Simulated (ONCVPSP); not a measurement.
# What the settings do to the ONCV potential of iron (Fe)

Base potential:

* Element: iron (Fe)
* Generator: ONCVPSP 4.0.1
* Type: optimised norm-conserving Vanderbilt (ONCV)
* Functional: PBEsol
* Relativity: scalar-relativistic
* Frozen core: [Ar]
* Valence charge: 8
* Reference configuration: 3d6 4s2
* Partial waves: 4s: rc 2.25 bohr, ncon 5, nbas 8, qcut 3.8 1/bohr, 2 projectors, debl 2.6 Ha; p scattering state at 0.03 Ha: rc 2.00 bohr, ncon 4, nbas 7, qcut 4.3 1/bohr, 2 projectors, debl 2.9 Ha; 3d: rc 1.15 bohr, ncon 5, nbas 10, qcut 12.9 1/bohr, 2 projectors, debl 2.6 Ha
* Local potential: polynomial inside 1.10 bohr (lpopt 5, dvloc0 0 Ha)
* Core correction: Teter function, fcfact 1.5, rcfact 1.1

All-electron outer shells of the reference configuration (PBEsol, scalar-relativistic, ld1.x):

```
shell  level (eV)  outermost node (bohr)  outermost maximum (bohr)
   3p      -59.92                   0.30                      0.72
   3d       -7.53                      –                      0.71
   4s       -5.31                   1.00                      2.41
```

Cutoffs, loose and tight: the cutoffs (Ha) at which the residual kinetic energy of the hardest occupied pseudo-wave falls to 1 and 0.1 mHa per electron. They do not see the model core or the augmentation charge, which bear on the density cutoff. Test errors are all-electron minus pseudo excitation energies from the reference, over the configurations 3d6 4s1; 3d6 4s0; 3d5 4s0; 3d7 4s0. A dash means not determined; rows that change the core or the reference have their own tests. The largest error is taken over the tests solved by every variant that gives reliable tests at all: 3d6 4s0; 3d6 4s1; 3d7 4s0.

A true bound ghost makes a file unfit for plane-wave use even where its test errors are small: the radial tests pick states by their node count and pass the ghost by.

| change | outcome | cutoff, loose | cutoff, tight | bound ghosts | GHOST(+) flags above zero | largest test error (meV) |
| --- | --- | --- | --- | --- | --- | --- |
| base | generated | 70 Ha | 80 Ha | s | p | -208 |
| functional PBE | generated | 70 Ha | 80 Ha | s | p | -179 |
| local potential polynomial inside 1.10 bohr (lpopt 5, dvloc0 4 Ha) | generated | 70 Ha | 80 Ha | none | s, p | -208 |
| s: rc 2.3 | generated | 70 Ha | 80 Ha | s | p | -211 |
| d: nbas 9 | generated | 72 Ha | 82 Ha | s | p | -208 |
| s: qcut 3.3; p: qcut 3.7; d: qcut 11.1 | generated | 63 Ha | 253 Ha | s | p | -199 |
| core correction none | generated | 70 Ha | 80 Ha | s | p | -201 |
| d: rc 1.22 | generated | 67 Ha | 75 Ha | s | p | -205 |
| all radii but the core radius scaled by about 1.32 (s 2.98, p 2.64, d 1.52 bohr); local potential polynomial inside 1.46 bohr (lpopt 5, dvloc0 0 Ha) | generated, projector energies reset by the program | 55 Ha | 63 Ha | none | s | -183 |

Question: What comes out with this change to the base: core [Ne] 3s2, valence charge 14; reference 3p6 3d6 4s1; waves now 4s: rc 2.45 bohr, ncon 4, nbas 7, qcut 2.7 1/bohr, 2 projectors, debl 0.8 Ha; 3p: rc 1.10 bohr, ncon 4, nbas 7, qcut 10.1 1/bohr, 3 projectors, debl 1.3 Ha; 3d: rc 1.20 bohr, ncon 4, nbas 9, qcut 12.9 1/bohr, 1 projector; local potential polynomial inside 1.10 bohr (lpopt 1, dvloc0 3 Ha)?

Answer: outcome: generated, projector energies reset by the program; cutoff, loose: 65 Ha; cutoff, tight: 73 Ha; bound ghosts: none; GHOST(+) flags above zero: s; largest test error (meV): +31.
